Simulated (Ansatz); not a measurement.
Reaction (hydrogenolysis of the Al–O bond): `[OH][Al]1[CH2][GaH]1` + H₂ → `[CH2]1[AlH][GaH]1` + H₂O

Isolated molecules relaxed with PBE0-D4/def2-TZVP in Ansatz; ΔE leaves out vibrations. CBS: MP2 limit from def2 TZ/QZ plus the TZ coupled-cluster correction, frozen cores. This one scheme is used for every species. Functionals use def2-TZVPP. B3LYP here is the variant with VWN-RPA as its local correlation; programs differ in this. For Ga outer-core shells are correlated without core-valence functions, which leaves a few kJ/mol of doubt a bond. Scalar relativity is left out up to krypton. One conformer a species, not always the lowest.

`[OH][Al]1[CH2][GaH]1`:

Z-matrix (Å, degrees):
```
C
Al 1 1.924
Ga 1 2.039 2 74.9
H 1 1.118 2 94.3 3 -94.7
H 1 1.090 2 140.9 3 138.5
O 2 1.693 1 138.8 3 -166.6
H 3 1.573 1 132.2 2 163.7
H 6 0.956 2 124.1 1 -178.8
```

H₂:

```xyz
2

H    -0.089   -0.287    0.221
H     0.089    0.287   -0.221
```

`[CH2]1[AlH][GaH]1`:

Cartesian coordinates in Å:
```
C 0.101 0.625 -0.524
Al -0.173 0.457 1.356
Ga -0.080 -1.422 -0.124
H -0.856 0.483 -1.072
H 0.739 1.262 -1.138
H 0.285 1.165 2.701
H -0.016 -2.570 -1.199
```

H₂O:

Z-matrix (Å, degrees):
```
O
H 1 0.960
H 1 0.960 2 105.1
```

```json
{"level": "LDA (SPW92)", "ΔE (eV)": "1.23"}
{"level": "B97M-V", "ΔE (eV)": "1.17"}
{"level": "B3LYP-D4", "ΔE (eV)": "1.27"}
{"level": "revPBE", "ΔE (eV)": "1.18"}
{"level": "HF/def2-TZVPP", "ΔE (eV)": "1.14"}
{"level": "CCSD(T)/def2-TZVPP", "ΔE (eV)": "1.26"}
{"level": "HF/CBS(def2)", "ΔE (eV)": "1.14"}
{"level": "MP2/CBS(def2)", "ΔE (eV)": "1.34"}
```

(1) What does CCSD(T)/CBS give? (An estimate is asked.)

Largest T1 diagnostic among the species: 0.015.

Answers

(1) The calculation gave: +1.25 eV. The listed levels differ from it by -0.02, -0.08, 0.02, -0.07, -0.11, 0.01, -0.11, 0.09 eV.

In def2-TZVPP, CCSD(T) changes the Hartree–Fock value by +0.11 eV (the triples alone add +0.03 eV) and MP2 by +0.20 eV. From r2SCAN to r2SCAN0 (25 % exact exchange), in def2-TZVPP and without D4, ΔE moves by −0.04 eV. Leaving LDA and LC-ωPBE aside and taking each functional with its dispersion term where it has one, the values, not all of them listed here, spread over 0.14 eV, from B97M-V to r2SCAN-D4.
